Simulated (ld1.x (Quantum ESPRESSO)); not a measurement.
## Sb, PAW: configuration errors across variants

ld1.x (Quantum ESPRESSO) 7.5 input, shortened:

```
&input
   title='Sb', zed=51., rel=2, dft='PZ', iswitch=3,
   config='[Kr] 4d10 4f-2 5s2 5p3', rel_dist='average'
 /
 &inputp
   pseudotype=3, lpaw=.true., tm=.true., lloc=-1, rcloc=1.00,
   nlcc=.true., new_core_ps=.true.,
   which_augfun='PSQ', rmatch_augfun_nc=.true.
 /
8
4S  1  0   2.00   0.00  1.00  1.25  0.0
5S  2  0   2.00   0.00  1.00  1.25  0.0
4P  2  1   6.00   0.00  1.10  1.25  0.0
5P  3  1   3.00   0.00  1.10  1.25  0.0
4D  3  2  10.00   0.00  1.50  1.60  0.0
4D  3  2   0.00  -2.10  1.50  1.60  0.0
4F  4  3  -2.00   0.45  1.00  1.20  0.0
4F  4  3  -2.00   2.75  1.00  1.20  0.0
 &test
   configts(1)='4s2 4p6 4d10 5s2 5p3'
 /
```

Open shells are filled in proportion to 2j + 1 (rel_dist='average').

All-electron excitation energies from the reference (eV): (1) 4s2 4p6 4d10 5s2 5p2 8.538; (2) 4s2 4p6 4d10 5s2 5p1 24.813; (3) 4s2 4p6 4d10 5s2 5p0 49.625; (4) 4s2 4p6 4d10 5s1 5p4 8.181; (5) 4s2 4p5 4d10 5s2 5p3 109.997; (6) 4s2 4p6 4d10 5s1 5p0 94.438; (7) 4s1 4p6 4d10 5s2 5p3 157.054.

The default core radius of the base comes out at 0.51 bohr.

4 further variants failed, have other tests or too few solved ones, and are left out.

Errors AE − PS in meV (a dash: test not solved or not reliable):

```tsv
change	(1)	(2)	(3)	(4)	(5)	(6)	(7)	bound ghosts
base	+0.1	+0.5	+1.2	-0.3	-23	+2.0	-28	not determined
local potential all-electron potential smoothed inside 0.95 bohr (lloc = -1)	+0.1	+0.3	+1.0	-0.3	-23	+1.6	-25	not determined
wave 4d channel at -2.1 Ry: rcut 1.50, rcutus 1.60 bohr becomes 4d channel at -1.77 Ry: rcut 1.50, rcutus 1.60 bohr	+0.2	+0.5	+1.4	-0.2	-31	+2.1	-34	not determined
removed wave 4f channel at 2.75 Ry: rcut 1.00, rcutus 1.20 bohr	+0.1	+0.4	+1.2	-0.3	-23	+2.0	-28	not determined
waves 4p (bound): rcut 0.98, rcutus 1.04 bohr; 5p (bound): rcut 0.98, rcutus 1.04 bohr	+0.1	+0.6	+1.1	-0.6	–	–	–	not determined
```

Give the same row for: core correction Bessel-smoothed model core inside 0.64 bohr.

0.0, +0.4, +1.1, -0.3, –, –, –; bound ghosts: not determined.
